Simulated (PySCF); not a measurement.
CH3Li, charge +1, doublet, at a GFN2-xTB geometry (such geometries of metal compounds can be far from the true shape) (a state made from the parent by changing its charge; the spin is typed, not shown lowest), with bond 5-2 at 2.0 times its length; PySCF with M062X/def2-SVP.

Here is a job for PySCF.
```python
from pyscf import gto, scf, dft

mol = gto.M(
    atom='''
Li   -1.194380   -0.710977   -1.047513
C     0.349928    0.208301    0.306899
H     0.764664   -0.671145    0.781027
H    -0.266656    0.842739    0.929427
H     1.621203    1.214761   -1.125516
''',
    basis='def2-svp',
    charge=1,
    spin=1,
    verbose=4,
)

mf = dft.UKS(mol)
mf.xc = 'm062x'
mf.conv_tol = 1e-6
mf.kernel()
```

The log (banner, timings and long lists left out):

```
PySCF version 2.14.0

[INPUT] verbose = 4
[INPUT] num. atoms = 5
[INPUT] num. electrons = 11
[INPUT] charge = 1
[INPUT] spin (= nelec alpha-beta = 2S) = 1
[INPUT] symmetry False subgroup None
[INPUT] Mole.unit = angstrom
[INPUT] Symbol           X                Y                Z      unit          X                Y                Z       unit  Magmom
[INPUT]  1 Li    -1.194380000000  -0.710977000000  -1.047513000000 AA   -2.257051088658  -1.343551810865  -1.979512681922 Bohr   0.0
[INPUT]  2 C      0.349928000000   0.208301000000   0.306899000000 AA    0.661268083317   0.393631841473   0.579955057903 Bohr   0.0
[INPUT]  3 H      0.764664000000  -0.671145000000   0.781027000000 AA    1.445005537314  -1.268280239871   1.475927125891 Bohr   0.0
[INPUT]  4 H     -0.266656000000   0.842739000000   0.929427000000 AA   -0.503906809472   1.592545904490   1.756362482776 Bohr   0.0
[INPUT]  5 H      1.621203000000   1.214761000000  -1.125516000000 AA    3.063629662323   2.295565596803  -2.126916988816 Bohr   0.0

nuclear repulsion = 13.8841143257889
number of shells = 20
number of NR pGTOs = 61
number of NR cGTOs = 38
basis = def2-svp
ecp = {}

******** <class 'pyscf.dft.uks.UKS'> ********
method = UKS
initial guess = minao
damping factor = 0
level_shift factor = 0
DIIS = <class 'pyscf.scf.diis.CDIIS'>
diis_start_cycle = 1
diis_space = 8
diis_damp = 0
SCF conv_tol = 1e-06
SCF conv_tol_grad = None
SCF max_cycles = 50
direct_scf = True
direct_scf_tol = 1e-13
number electrons alpha = 6  beta = 5
XC library pyscf.dft.libxc version 7.1.2
    S. Lehtola, C. Steigemann, M. J. T. Oliveira, and M. A. L. Marques,  SoftwareX 7, 1–5 (2018)
XC functionals = m062x
    Y. Zhao and D. G. Truhlar,  Theor. Chem. Acc. 120, 215 (2008)
    Y. Zhao and D. G. Truhlar,  Theor. Chem. Acc. 120, 215 (2008)
radial grids:
    Treutler-Ahlrichs [JCP 102, 346 (1995); DOI:10.1063/1.469408] (M4) radial grids

becke partition: Becke, JCP 88, 2547 (1988); DOI:10.1063/1.454033
pruning grids: <function nwchem_prune>
grids dens level: 3
symmetrized grids: False
atomic radii adjust function: <function treutler_atomic_radii_adjust>
small_rho_cutoff = 0
Set gradient conv threshold to 0.001
tot grids = 57264
init E= -46.8773766281957

cycle= 1 E= -46.8971575195713  delta_E= -0.0198  |g|= 0.0945  |ddm|= 1.24
cycle= 2 E= -46.9084801745581  delta_E= -0.0113  |g|= 0.0297  |ddm|= 0.185
cycle= 3 E= -46.9092490359246  delta_E= -0.000769  |g|= 0.0169  |ddm|= 0.0542
cycle= 4 E= -46.9094864949501  delta_E= -0.000237  |g|= 0.0107  |ddm|= 0.03
cycle= 5 E= -46.9096444712789  delta_E= -0.000158  |g|= 0.00373  |ddm|= 0.0164
cycle= 6 E= -46.9097207886314  delta_E= -7.63e-05  |g|= 0.00246  |ddm|= 0.0135
cycle= 7 E= -46.9097666209023  delta_E= -4.58e-05  |g|= 0.00259  |ddm|= 0.00863
cycle= 8 E= -46.9097088297356  delta_E= 5.78e-05  |g|= 0.00232  |ddm|= 0.0113
cycle= 9 E= -46.9095796604771  delta_E= 0.000129  |g|= 0.00149  |ddm|= 0.0377
cycle= 10 E= -46.9095322431216  delta_E= 4.74e-05  |g|= 0.000617  |ddm|= 0.0361
cycle= 11 E= -46.909527434523  delta_E= 4.81e-06  |g|= 0.000187  |ddm|= 0.0162
cycle= 12 E= -46.9095274269864  delta_E= 7.54e-09  |g|= 4.84e-05  |ddm|= 0.00325
Extra cycle  E= -46.9095274338103  delta_E= -6.82e-09  |g|= 3.73e-05  |ddm|= 0.000144
converged SCF energy = -46.9095274338103  <S^2> = 0.77644322  2S+1 = 2.0262707
```
